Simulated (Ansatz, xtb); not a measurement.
**Two structures of C2H5F2In**

Structure X is a singlet given by its coordinates and structure Y is `C[CH2][In]([F])[F]`, a singlet. Both are isolated molecules in the gas phase, relaxed with r2SCAN-D4/def2-SVP; the shapes shown needn't be the lowest conformers.

X (Å):

```yaml
atoms:
  - { symbol: C, position_ang: [0.6499, 1.7566, -1.6262] }
  - { symbol: C, position_ang: [0.7858, 2.0853, -0.1670] }
  - { symbol: F, position_ang: [0.3637, 0.3334, -1.7506] }
  - { symbol: F, position_ang: [2.6113, -0.6651, 0.5397] }
  - { symbol: In, position_ang: [0.7671, 0.0411, 0.6257] }
  - { symbol: H, position_ang: [-0.1922, 2.2489, -2.1346] }
  - { symbol: H, position_ang: [1.5745, 1.9056, -2.2018] }
  - { symbol: H, position_ang: [-0.0465, 2.6845, 0.2287] }
  - { symbol: H, position_ang: [1.7423, 2.5663, 0.0821] }
  - { symbol: H, position_ang: [-0.3406, -1.0361, 1.3639] }
```

Close contacts (Å): C1–C2 1.50, C1–F3 1.46, C1–In5 2.83, C2–In5 2.19, F3–In5 2.43, F4–In5 1.98, C1–H6 1.10, C1–H7 1.10, C2–H8 1.10, C2–H9 1.10, In5–H10 1.71.

Y (Å):

```xyz
10

C    -0.5819    1.3973   -0.7423
C     0.8722    1.5397   -1.1729
F     1.8080   -0.0164    1.9906
F     4.2206    0.4893    0.0174
In    2.2819    0.6960    0.2239
H    -1.2490    1.8591   -1.4902
H    -0.7806    1.8890    0.2221
H    -0.8846    0.3438   -0.6413
H     1.0812    1.0425   -2.1337
H     1.1775    2.5931   -1.2832
```

Q: Estimate E(Y) − E(X) at the level CCSD(T)/def2-SVP + ΔMP2/def2-TZVPP.

A: Calculated at CCSD(T)/def2-SVP + ΔMP2/def2-TZVPP: E(Y) − E(X) = −28.0 kcal/mol, so structure Y lies lower.

Level by level:

| level | geometry | E(Y) − E(X) (kcal/mol) | departure from the last row (kcal/mol) | job, with rough time for the two |
| --- | --- | --- | --- | --- |
| GFN2-xTB | GFN2-xTB | −30.1 | −2.1 | optimisation, 0.24 s |
| HF/STO-3G | GFN2-xTB | −1.3 | +26.7 | single point, 1 s |
| r2SCAN-D4/def2-SVP//GFN2-xTB | GFN2-xTB | −25.0 | +3.1 | single point, 3 s |
| r2SCAN-D4/def2-SVP | r2SCAN-D4/def2-SVP | −25.1 | +3.0 | optimisation, 49 s |
| HF/def2-SVP | r2SCAN-D4/def2-SVP | −25.8 | +2.3 | part of the CCSD(T) run |
| MP2/def2-SVP | r2SCAN-D4/def2-SVP | −30.3 | −2.3 | part of the CCSD(T) run |
| CCSD(T)/def2-SVP | r2SCAN-D4/def2-SVP | −27.4 | +0.7 | single point |
| CCSD(T)/def2-SVP + ΔMP2/def2-TZVPP | r2SCAN-D4/def2-SVP | −28.0 |  | single point, 32 s |

The levels shown agree on the order. The largest departure from CCSD(T)/def2-SVP + ΔMP2/def2-TZVPP is that of HF/STO-3G, 26.7 kcal/mol. The last row adds to CCSD(T) the change of the MP2 difference between the two basis sets, here −0.7 kcal/mol.

With harmonic frequencies from r2SCAN-D4/def2-SVP (ideal gas, rigid rotor, one conformer each, 298.15 K, 1 atm): on the last row, ΔE + ΔZPE = −26.1 kcal/mol. A mode under 50 cm⁻¹ makes harmonic enthalpies and free energies unreliable, so none is given.

The correlated steps freeze 8 core orbitals; the filled d shell of In is correlated, in a basis made for valence electrons. Atoms past krypton carry core potentials in the def2 sets, other sets are all-electron and non-relativistic, and no spin–orbit term is included. Programs: Ansatz 0.2.0, xtb 6.7.1; the last row on 2 threads of Intel(R) Xeon(R) Platinum 8375C CPU @ 2.90GHz (Ice Lake) on a shared host.
